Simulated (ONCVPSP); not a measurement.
**What one change does to a pseudopotential (Cu (Z = 29), ONCV)**

ONCVPSP 4.0.1 input, shortened (lines: element, Z, core and valence counts, functional; n l f; lmax; l rc ep ncon nbas qcut; lloc lpopt rc5 dvloc0; l nproj debl; icmod fcfact rcfact), PBE, non-relativistic:

```
  Cu 29.00    5    2        4      upf
    1    0    2.00
    2    0    2.00
    2    1    6.00
    3    0    2.00
    3    1    6.00
    3    2   10.00
    4    0    1.00
    2
    0    1.85    0.00    4    7    3.70
    1    1.60    0.07    3    7    5.60
    2    1.20    0.00    4    9   12.50
    4    3    0.85    3.00
    0    3    1.50
    1    2    0.50
    2    2    0.70
    3    5.75    1.80
```

All-electron outer shells of the reference configuration (PBE, non-relativistic, ld1.x):

```json
{"shell": "3p", "level (eV)": "-71.10", "outermost node (bohr)": "0.26", "outermost maximum (bohr)": "0.63"}
{"shell": "3d", "level (eV)": "-5.21", "outermost node (bohr)": "–", "outermost maximum (bohr)": "0.60"}
{"shell": "4s", "level (eV)": "-4.44", "outermost node (bohr)": "0.90", "outermost maximum (bohr)": "2.33"}
```

Change: core [Ne], valence charge 19; reference 3s2 3p6 3d10 4s0.5 4p0.5; waves now 3s+4s: rc 1.30 bohr, ncon 5, nbas 8, qcut 9.3 1/bohr, 2 projectors; 3p+4p: rc 1.20 bohr, ncon 3, nbas 7, qcut 11.8 1/bohr, 3 projectors, debl 1.5 Ha; 3d: rc 1.25 bohr, ncon 4, nbas 9, qcut 14.4 1/bohr, 1 projector; local potential polynomial inside 1.15 bohr (lpopt 3, dvloc0 -1 Ha).

Cutoffs: the cutoffs (Ha) at which the residual kinetic energy of the hardest occupied pseudo-wave falls to 1 and 0.1 mHa per electron; they do not see the model core or the augmentation charge, which bear on the density cutoff. Errors are all-electron minus pseudo energies relative to the spin-unpolarised reference configuration.

Task: What does the change do?

Result: The potential gets harder (65 Ha and 73 Ha → 72 Ha and 82 Ha); the bound ghost in p, s disappears; the lowest positive-energy flag moves from s at 47.1 eV to none. The added semicore shells are compact, so their waves need more plane waves. Several settings change at once here, so the effects cannot be laid on one of them.

| quantity | base | changed |
| --- | --- | --- |
| cutoff, loose | 65 Ha | 72 Ha |
| cutoff, tight | 73 Ha | 82 Ha |
| bound ghosts | s, p | none |
| GHOST(+) flags under 300 eV | s at 47.1 eV | none |
| tests with a reliable result | 3 of 4 | 3 of 4 |
| rms error of d²Exc/dni dnj with the model core, mHa | 2.96 | 3.23 |

 A true bound ghost makes a file unfit for plane-wave use even where its test errors are small: the radial tests pick states by their node count and pass the ghost by.
